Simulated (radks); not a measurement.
Results of a calculation; reference values are marked as such.
Excited configurations of Mn: one electron is placed in a higher orbital outside [Ar] 3d5 4s1. The ground configuration is [Ar] 3d5 4s2. Level of theory: Dirac Kohn-Sham, LDA (Slater exchange, Perdew-Wang correlation), spin-unpolarised, spherical densities, point nucleus; open shells are shared between the two j in proportion to 2j + 1 (a radial shooting solver on a logarithmic mesh with Libxc functionals). Excitation = E - E(ground); binding = E(ion) - E, where the ion is the core of charge +1; n* = 1/sqrt(2 binding) in atomic units, and the quantum defect is n - n*. Eigenvalue and <r> are those of j = l + 1/2.

| outer orbital | excitation (eV) | binding (eV) | n* | quantum defect | eigenvalue (eV) | <r> (bohr) |
|---|---|---|---|---|---|---|
| 4f | 7.732 | 0.914 | 3.857 | 0.143 | -0.439 | 17.41 |
| 5s | 6.065 | 2.582 | 2.296 | 2.704 | -1.506 | 8.345 |
| 5d | 7.602 | 1.044 | 3.609 | 1.391 | -0.582 | 18.31 |
| 5f | 8.015 | 0.632 | 4.641 | 0.359 | -0.369 | 29.49 |
| 6d | 7.953 | 0.694 | 4.428 | 1.572 | -0.428 | 29.80 |
| 6f | 8.189 | 0.457 | 5.455 | 0.545 | -0.289 | 44.19 |
| 7s | 7.814 | 0.832 | 4.043 | 2.957 | -0.539 | 26.90 |
| 7d | 8.155 | 0.491 | 5.262 | 1.738 | -0.320 | 44.00 |

Estimate the row for 4d.

Answer. excitation (eV) 6.972; binding (eV) 1.675; n* 2.850; quantum defect 1.150; eigenvalue (eV) -0.719; <r> (bohr) 9.535. The Delta-SCF ionisation energy is 8.647 eV (NIST Atomic Spectra Database: 7.434 eV, measured). Self-interaction in the functional shifts the binding energies and quantum defects, so they are the method's values and not measured ones. Spin polarisation and multiplet splitting are left out, so open shells lie too high by an amount that depends on their filling.

Beside tabulated values, note that spin-unpolarised runs miss the spin-polarisation part of the exchange energy of open shells.
